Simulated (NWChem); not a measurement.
Everything below was run with NWChem. System: iodoethane (C2H5I), charge 0, spin multiplicity 1, at a geometry optimised with B3LYP/def2-SVP with def2 effective core potentials on I. Level: RHF/def2-SVPD with def2 effective core potentials on I.

Input file:

```
start mol
memory heap 200 mb stack 900 mb global 1100 mb
geometry units angstroms nocenter noautoz
  C      2.449903     0.388847     0.000000
  C      1.121057     1.117350     0.000000
  I     -0.599613    -0.248089     0.000000
  H      2.568306    -0.245376     0.891366
  H      3.268701     1.130596     0.000000
  H      2.568306    -0.245376    -0.891366
  H      0.974204     1.735838     0.894235
  H      0.974204     1.735838    -0.894235
  symmetry group Cs
end
basis spherical
  * library def2-svpd
end
ecp
  I library def2-ecp
end
scf
  rhf
  nopen 0
  maxiter 100
  thresh 1e-7
  semidirect memsize 60000000 filesize 0
end
task scf energy
```

Part of the output:

```
             Northwest Computational Chemistry Package (NWChem) 7.3.0
             --------------------------------------------------------

                                NWChem Input Module
                                -------------------

 Scaling coordinates for geometry "geometry" by  1.889725989
 (inverse scale =  0.529177249)

 Turning off AUTOSYM since
 SYMMETRY directive was detected!

                             Geometry "geometry" -> ""
                             -------------------------

 Output coordinates in angstroms (scale by  1.889725989 to convert to a.u.)

  No.       Tag          Charge          X              Y              Z
 ---- ---------------- ---------- -------------- -------------- --------------
    1 C                    6.0000     2.44990300     0.38884700     0.00000000
    2 C                    6.0000     1.12105700     1.11735000     0.00000000
    3 I                   53.0000    -0.59961300    -0.24808900     0.00000000
    4 H                    1.0000     2.56830600    -0.24537600     0.89136600
    5 H                    1.0000     3.26870100     1.13059600     0.00000000
    6 H                    1.0000     2.56830600    -0.24537600    -0.89136600
    7 H                    1.0000     0.97420400     1.73583800     0.89423500
    8 H                    1.0000     0.97420400     1.73583800    -0.89423500

 Effective nuclear repulsion energy (a.u.)     212.0429688535

            Nuclear Dipole moment (a.u.)
            ----------------------------
        X                 Y               Z
 ---------------- ---------------- ----------------
    -0.0000151178    -0.0000283459     0.0000000000

      Symmetry information
      --------------------

 Group name             Cs
 Group number              2
 Group order               2
 No. of unique centers     6

      Symmetry unique atoms

     1    2    3    4    5    7


 Summary of "ao basis" -> "" (spherical)
 ------------------------------------------------------------------------------
       Tag                 Description            Shells   Functions and Types
 ---------------- ------------------------------  ------  ---------------------
 *                         def2-svpd                  on all atoms

 Summary of "ao basis" -> "ao basis" (spherical)
 ------------------------------------------------------------------------------
       Tag                 Description            Shells   Functions and Types
 ---------------- ------------------------------  ------  ---------------------
 C                         def2-svpd                 8       20   4s2p2d
 I                         def2-svpd                13       35   5s5p3d
 H                         def2-svpd                 4        8   2s2p

                                 NWChem SCF Module
                                 -----------------

  ao basis        = "ao basis"
  functions       =   115
  atoms           =     8
  closed shells   =    21
  open shells     =     0
  charge          =   0.00
  wavefunction    = RHF
  use symmetry    = T
  symmetry adapt  = T

 Summary of "ao basis" -> "ao basis" (spherical)
 ------------------------------------------------------------------------------
       Tag                 Description            Shells   Functions and Types
 ---------------- ------------------------------  ------  ---------------------
 C                         def2-svpd                 8       20   4s2p2d
 I                         def2-svpd                13       35   5s5p3d
 H                         def2-svpd                 4        8   2s2p

      Symmetry analysis of basis
      --------------------------

        a'         74
        a"         41

 Forming initial guess at       0.1s

      Superposition of Atomic Density Guess
      -------------------------------------

 Sum of atomic energies:        -424.87315900

      Non-variational initial energy
      ------------------------------

 Total energy =    -375.793792
 1-e energy   =    -857.753500
 2-e energy   =     362.572872
 HOMO         =      -0.327677
 LUMO         =      -0.022109

      Symmetry analysis of molecular orbitals - initial
      -------------------------------------------------

  Numbering of irreducible representations:

     1 a'          2 a"

  Orbital symmetries:

     1 a'          2 a'          3 a'          4 a'          5 a'
     6 a"          7 a'          8 a'          9 a"         10 a'
    11 a"         12 a'         13 a'         14 a'         15 a"
    16 a'         17 a'         18 a"         19 a'         20 a'
    21 a"         22 a'         23 a'         24 a'         25 a'
    26 a"         27 a'         28 a'         29 a"         30 a'
    31 a"

 Starting SCF solution at       1.6s

 ----------------------------------------------
         Quadratically convergent ROHF

 Convergence threshold     :          1.000E-07
 Maximum no. of iterations :          100
 Final Fock-matrix accuracy:          1.000E-09
 ----------------------------------------------

              iter       energy          gnorm     gmax       time
             ----- ------------------- --------- --------- --------
                 1     -375.2114191144  5.90D-01  1.55D-01      1.7
                 2     -375.2401448798  2.69D-01  4.40D-02      1.8
                 3     -375.2458396740  1.26D-02  2.18D-03      2.1
                 4     -375.2458633526  4.90D-05  7.33D-06      2.7
                 5     -375.2458633529  3.88D-09  7.84D-10      3.8

       Final RHF  results
       ------------------

         Total SCF energy =   -375.245863352886
      One-electron energy =   -860.178375572475
      Two-electron energy =    365.545677332943
 Nuclear repulsion energy =    119.386834886646

        Time for solution =      2.2s

       Symmetry analysis of molecular orbitals - final
       -----------------------------------------------

  Numbering of irreducible representations:

     1 a'          2 a"

  Orbital symmetries:

     1 a'          2 a'          3 a'          4 a'          5 a'
     6 a"          7 a'          8 a'          9 a"         10 a"
    11 a'         12 a'         13 a'         14 a'         15 a"
    16 a'         17 a'         18 a"         19 a'         20 a'
    21 a"         22 a'         23 a'         24 a"         25 a'
    26 a'         27 a'         28 a'         29 a'         30 a"
    31 a"

             Final eigenvalues
             -----------------

              1
    1  -11.3016
    2  -11.2504
    3   -7.7232
    4   -5.5788
    5   -5.5678
    6   -5.5678
    7   -2.2740
    8   -2.2692
    9   -2.2692
   10   -2.2578
   11   -2.2578
   12   -1.0481
   13   -0.8977
   14   -0.8111
   15   -0.6424
   16   -0.5944
   17   -0.5578
   18   -0.5250
   19   -0.4336
   20   -0.3583
   21   -0.3574
   22    0.0603
   23    0.0921
   24    0.0933
   25    0.0974
   26    0.1219
   27    0.1415
   28    0.1606
   29    0.1884
   30    0.1885
   31    0.1957

                       ROHF Final Molecular Orbital Analysis
                       -------------------------------------

 Vector   19  Occ=2.000000D+00  E=-4.336451D-01  Symmetry=a'
              MO Center=  3.6D-01,  2.8D-01, -5.0D-13, r^2= 3.5D+00
   Bfn.  Coefficient  Atom+Function         Bfn.  Coefficient  Atom+Function
  ----- ------------  ---------------      ----- ------------  ---------------
    52      0.343249  3 I  px                53      0.281123  3 I  py
    29     -0.241054  2 C  py                26     -0.222164  2 C  py
    25     -0.216484  2 C  px                55      0.213012  3 I  px
    24     -0.210195  2 C  s                 23      0.200217  2 C  s
    28     -0.188075  2 C  px                56      0.182522  3 I  py

 Vector   20  Occ=2.000000D+00  E=-3.583328D-01  Symmetry=a'
              MO Center= -5.4D-01, -2.2D-01, -3.7D-15, r^2= 2.3D+00
   Bfn.  Coefficient  Atom+Function         Bfn.  Coefficient  Atom+Function
  ----- ------------  ---------------      ----- ------------  ---------------
    53      0.469122  3 I  py                56      0.416691  3 I  py
    52     -0.373859  3 I  px                55     -0.328586  3 I  px
    50     -0.189685  3 I  py                47     -0.154776  3 I  py
    49      0.151468  3 I  px

 Vector   21  Occ=2.000000D+00  E=-3.573656D-01  Symmetry=a"
              MO Center= -5.5D-01, -2.1D-01, -1.4D-13, r^2= 2.2D+00
   Bfn.  Coefficient  Atom+Function         Bfn.  Coefficient  Atom+Function
  ----- ------------  ---------------      ----- ------------  ---------------
    54      0.599998  3 I  pz                57      0.529876  3 I  pz
    51     -0.242562  3 I  pz                48     -0.197912  3 I  pz

 Vector   22  Occ=0.000000D+00  E= 6.028205D-02  Symmetry=a'
              MO Center= -1.2D+00, -5.7D-01, -1.5D-15, r^2= 1.3D+01
   Bfn.  Coefficient  Atom+Function         Bfn.  Coefficient  Atom+Function
  ----- ------------  ---------------      ----- ------------  ---------------
    24      1.724924  2 C  s                 58     -1.189104  3 I  px
    45     -1.040931  3 I  s                 59     -0.977308  3 I  py
    23      0.337837  2 C  s                 55     -0.319600  3 I  px
    85      0.242626  5 H  s                 56     -0.219298  3 I  py
    77     -0.219229  4 H  s                 93     -0.219229  6 H  s

 Vector   23  Occ=0.000000D+00  E= 9.214332D-02  Symmetry=a'
              MO Center= -1.5D+00,  9.7D-01, -4.9D-13, r^2= 1.2D+01
   Bfn.  Coefficient  Atom+Function         Bfn.  Coefficient  Atom+Function
  ----- ------------  ---------------      ----- ------------  ---------------
     4      1.903418  1 C  s                 23      1.508774  2 C  s
   101     -1.358543  7 H  s                109     -1.358543  8 H  s
     3      1.350442  1 C  s                 58     -1.038285  3 I  px
    24      0.966627  2 C  s                 85     -0.917107  5 H  s
    77     -0.864760  4 H  s                 93     -0.864760  6 H  s

 Vector   24  Occ=0.000000D+00  E= 9.329340D-02  Symmetry=a"
              MO Center= -5.5D-01, -1.4D-01,  4.4D-13, r^2= 1.5D+01
   Bfn.  Coefficient  Atom+Function         Bfn.  Coefficient  Atom+Function
  ----- ------------  ---------------      ----- ------------  ---------------
    60      1.252632  3 I  pz               101     -0.916515  7 H  s
   109      0.916515  8 H  s                 57     -0.480054  3 I  pz
    19      0.326609  1 C  d  1              39      0.290161  2 C  d  1
    37      0.250697  2 C  d -1              30      0.238395  2 C  pz
   107      0.224839  7 H  pz               115      0.224839  8 H  pz

 center of mass
 --------------
 x =  -0.27635686 y =  -0.11227068 z =   0.00000000

 moments of inertia (a.u.)
 ------------------
         124.103435994971        -178.011612682572           0.000000000000
        -178.011612682572         566.319697176404           0.000000000000
           0.000000000000           0.000000000000         667.473129647079

  Mulliken analysis of the total density
  --------------------------------------

    Atom       Charge   Shell Charges
 -----------   ------   -------------------------------------------------------
    1 C    6     5.85   1.99  0.88 -0.14  0.06  2.03  0.97  0.04  0.03
    2 C    6     6.70   1.99  0.88  0.25 -0.00  1.92  1.34  0.04  0.28
    3 I   25    24.95   1.83  0.22  1.21  0.68  0.00  2.93  3.12  2.54  2.32  0.07  9.82  0.21 -0.00
    4 H    1     0.94   0.76  0.10  0.02  0.06
    5 H    1     0.90   0.75  0.09  0.02  0.03
    6 H    1     0.94   0.76  0.10  0.02  0.06
    7 H    1     0.86   0.75  0.05  0.02  0.04
    8 H    1     0.86   0.75  0.05  0.02  0.04

       Multipole analysis of the density wrt the origin
       ------------------------------------------------

     L   x y z        total         open         nuclear
     -   - - -        -----         ----         -------
     0   0 0 0      0.000000      0.000000     42.000000

     1   1 0 0      0.792298      0.000000     31.726904
     1   0 1 0      0.525003      0.000000     13.126938
     1   0 0 1     -0.000000      0.000000      0.000000

     2   2 0 0    -28.789471      0.000000    279.671827
     2   1 1 0      1.883534      0.000000     81.305054
     2   1 0 1     -0.000000      0.000000      0.000000
     2   0 2 0    -29.563746      0.000000     61.999658
     2   0 1 1     -0.000000      0.000000      0.000000
     2   0 0 2    -31.071356      0.000000     11.385907

 Task  times  cpu:        3.8s     wall:        3.8s

 Total times  cpu:        3.9s     wall:        3.9s
```
